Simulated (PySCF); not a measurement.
The vertical singlet excitations below were computed for one of the candidates. Method: PySCF 2.14.0, density-fitted response routines, TDDFT B3LYP/def2-SVPD, vertical, gas phase, core orbitals frozen in the response. Geometries: GFN2-xTB, one conformer each.

```json
{"state": "S1", "E (eV)": "4.56", "f": "0.0000", "main configurations (H = HOMO, L = LUMO)": "H→L (98%)"}
{"state": "S2", "E (eV)": "5.85", "f": "0.526", "main configurations (H = HOMO, L = LUMO)": "H-1→L (95%)"}
{"state": "S3", "E (eV)": "5.94", "f": "0.0030", "main configurations (H = HOMO, L = LUMO)": "H-3→L (94%)"}
{"state": "S4", "E (eV)": "6.25", "f": "0.105", "main configurations (H = HOMO, L = LUMO)": "H-2→L (96%)"}
{"state": "S5", "E (eV)": "6.60", "f": "0.0010", "main configurations (H = HOMO, L = LUMO)": "H-4→L (88%)"}
{"state": "S6", "E (eV)": "6.85", "f": "0.0023", "main configurations (H = HOMO, L = LUMO)": "H-5→L (94%)"}
{"state": "S7", "E (eV)": "7.09", "f": "0.061", "main configurations (H = HOMO, L = LUMO)": "H→L+1 (93%)"}
{"state": "S8", "E (eV)": "7.24", "f": "0.0023", "main configurations (H = HOMO, L = LUMO)": "H-1→L+1 (80%), H-1→L+2 (18%)"}
```

Orbital energies (eV): HOMO-3 -9.30, HOMO-2 -9.02, HOMO-1 -8.15, HOMO -8.07, LUMO -2.11, LUMO+1 -0.15, LUMO+2 0.20.

Question: Which candidate is it? All have the formula C3H8O2Si2.
A. `C#CC[Si@@H](O)O[SiH3]`
B. `CC#C[SiH2]O[SiH2]O`
C. `O=C(/C=C/[SiH3])O[SiH3]`
D. `[SiH3]C[SiH]1OC=CO1`

Answer: C. Its S1, at 4.56 eV, is the lowest among the candidates; the nearest of the others has S1 at 5.21 eV. S1 is HOMO→LUMO (98%). Löwdin shares by element: HOMO oxygen 77%, carbon 16% or more; LUMO carbon 64%, oxygen 13% or more (atoms not listed hold the other 23%). At the same level the other candidates give, for their lowest levels:
- `[SiH3]C[SiH]1OC=CO1`: 5.21 eV (f 0.000); 5.29 eV (f 0.007); 5.50 eV (f 0.037); 6.02 eV (f 0.004); 6.22 eV (f 0.005); T1 4.07 eV; HOMO -5.94, LUMO 0.11 eV
- `C#CC[Si@@H](O)O[SiH3]`: 6.43 eV (f 0.005); 6.51 eV (f 0.002); 6.66 eV (f 0.025); 6.80 eV (f 0.002); 6.85 eV (f 0.004); T1 5.50 eV; HOMO -7.33, LUMO -0.15 eV
- `CC#C[SiH2]O[SiH2]O`: 5.76 eV (f 0.000); 6.08 eV (f 0.009); 6.30 eV (f 0.000); 6.88 eV (f 0.002); 6.93 eV (f 0.001); T1 5.00 eV; HOMO -7.57, LUMO -0.46 eV

Conformer computed: `[O:1]=[C:2](/[CH:3]=[CH:4]/[SiH3:5])[O:6][SiH3:7]`: O1–C2–C3–C4 0°, O1–C2–O6–Si7 0°.
Triplets come from the Tamm–Dancoff approximation.
